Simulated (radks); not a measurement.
Results of a calculation; reference values are marked as such.
Task: The gold ion Au28+, 51 electrons, occupied as [Kr] 4d10 4f5. Code: a radial shooting solver on a logarithmic mesh with Libxc functionals. Model: scalar-relativistic Kohn-Sham, PBE, spin-polarised, spherical densities, finite nucleus; open shells are filled with parallel spins first (spin-orbit coupling, left out, can overturn this in heavy ions); Fermi nuclear charge, rms radius 5.4371 fm. Some entries of the table are withheld. Estimate them.

orbital  occ.  eigenvalue (Ry)  <r> (bohr)
1s down     1        -6003.647     0.01687
1s up       1        -6003.645     0.01687
2s up       1        -1116.485     0.07115
2s down     1        -1116.471     0.07114
2p up       3        -974.8770     0.06425
2p down     3        -974.8661     0.06425
3s up       1        -316.5532      0.1835
3s down     1        -316.1240      0.1834
3p up       3        -275.4195      0.1846
3p down     3        -274.9838      0.1844
3d up       5        -231.5180      0.1672
3d down     5        -231.1865      0.1670
4s up       1        -118.3293         (1)
4s down     1        -117.6803         (2)
4p up       3        -104.1240         (3)
4p down     3        -103.5076         (4)
4d up       5        -87.38276         (5)
4d down     5        -86.77221         (6)
4f up       5        -69.44175      0.4062
4f down     0        -68.75634      0.4078

Result: 
(1) 4s up <r> (bohr): 0.3915
(2) 4s down <r> (bohr): 0.3920
(3) 4p up <r> (bohr): 0.4106
(4) 4p down <r> (bohr): 0.4113
(5) 4d up <r> (bohr): 0.4196
(6) 4d down <r> (bohr): 0.4206
